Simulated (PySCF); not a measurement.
From one molecule to another.

First species: C8H13OP.
Atom-mapped SMILES: `[CH3:1][C:2]1=[C:3]([CH3:4])[P:5]1(=[O:6])[CH:7]1[CH2:8][CH2:9][CH2:10]1` (hydrogens: H11, H12, H13 on C1; H14, H15, H16 on C4; H17 on C7; H18, H19 on C8; H20, H21 on C9; H22, H23 on C10)

Second species: C8H13OP.
InChI=1S/C8H13OP/c1-4-7-10(9,6-3)8-5-2/h1,6H,3,5,7-8H2,2H3/t10-/m1/s1

Levels: PBE0/pcSseg-1 for dipole moment, HOMO energy, LUMO energy and HOMO–LUMO gap; GFN2-xTB for rotational constant A and rotational constant C. Geometries: GFN2-xTB. Each structure is a single optimised conformer of the isolated species, non-relativistic unless stated. Electronic properties by PySCF.

Dipoles, sizes and rotational constants follow the conformer. The torsions of the flexible species, by atom-mapped SMILES:
- `[CH3:1][C:2]1=[C:3]([CH3:4])[P:5]1(=[O:6])[CH:7]1[CH2:8][CH2:9][CH2:10]1`: C3–P5–C7–C8 84°
- `[CH:1]#[C:2][CH2:3][P@:4](=[O:5])([CH:6]=[CH2:7])[CH2:8][CH2:9][CH3:10]`: C2–C3–P4–O5 -176°, C3–P4–C6–C7 125°, C3–P4–C8–C9 -69°, P4–C8–C9–C10 -173°

Values for the first species:

- Dipole moment: 4.52 D
- HOMO energy: -6.83 eV
- LUMO energy: -0.05 eV
- HOMO–LUMO gap: 6.78 eV
- Rotational constant A: 1.550 GHz
- Rotational constant C: 0.799 GHz

(1) Estimate the same properties for the second species, and the change in each.

Results:

(1) 
| property | first | second | second less first |
| --- | --- | --- | --- |
| dipole moment | 4.52 D | 3.19 D | -1.33 D |
| HOMO energy | -6.83 eV | -7.44 eV | -0.61 eV |
| LUMO energy | -0.05 eV | -0.59 eV | -0.54 eV |
| HOMO–LUMO gap | 6.78 eV | 6.85 eV | +0.07 eV |
| rotational constant A | 1.550 GHz | 1.237 GHz | -0.313 GHz |
| rotational constant C | 0.799 GHz | 0.654 GHz | -0.145 GHz |

On the first: A dipole of 4.52 D is allowed in C1, and pure rotational transitions are dipole-allowed. The dipole equals about 15.1 × 10⁻³⁰ C·m (1 D = 3.33564 × 10⁻³⁰ C·m).

On the second: The dipole equals about 10.7 × 10⁻³⁰ C·m (1 D = 3.33564 × 10⁻³⁰ C·m). A dipole of 3.19 D is allowed in C1, and pure rotational transitions are dipole-allowed.
